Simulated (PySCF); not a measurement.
C2H5AlClF, SMILES [CH2](C)[Al]([F])[Cl].

Geometry optimised at B3LYP-D3(BJ)/def2-SVP. The structure was generated by enumeration; whether it is a known compound was not checked. One conformer was computed; it need not be the lowest.

All values below come from TDDFT-B3LYP/def2-SVPD (PySCF).

Vertical excitations.  State labels are in the subgroup Cs.

Q: Give excitation energies, oscillator strengths and character. (The exact figures need the calculation; the answer reports its results.)

A: 
```tsv
state	symmetry	energy (eV)	λ (nm)	f	main pairs
S1	A"	6.36	195	0.010	HOMO→LUMO+1 98 %
S2	A'	6.42	193	0.132	HOMO→LUMO 98 %
S3	A'	7.04	176	0.014	HOMO−1→LUMO 97 %
S4	A"	7.12	174	0.000	HOMO−1→LUMO+1 96 %
S5	A"	7.18	173	0.043	HOMO−2→LUMO 95 %
S6	A'	7.54	164	0.027	HOMO−2→LUMO+1 88 %
S7	A"	7.87	158	0.007	HOMO−3→LUMO 99 %
S8	A'	7.94	156	0.185	HOMO→LUMO+2 91 %
S9	A'	8.11	153	0.012	HOMO−3→LUMO+1 85 %, HOMO→LUMO+3 14 %
S10	A'	8.32	149	0.007	HOMO→LUMO+3 83 %, HOMO−3→LUMO+1 13 %
T1	A'	5.77	215	0	HOMO→LUMO 96 %
T2	A"	5.91	210	0	HOMO→LUMO+1 98 %
T3	A'	6.83	182	0	HOMO−1→LUMO 95 %
T4	A"	6.92	179	0	HOMO−2→LUMO 92 %
```
Triplets are in the Tamm–Dancoff approximation, which puts them higher than full response would, so one can lie above its singlet here.
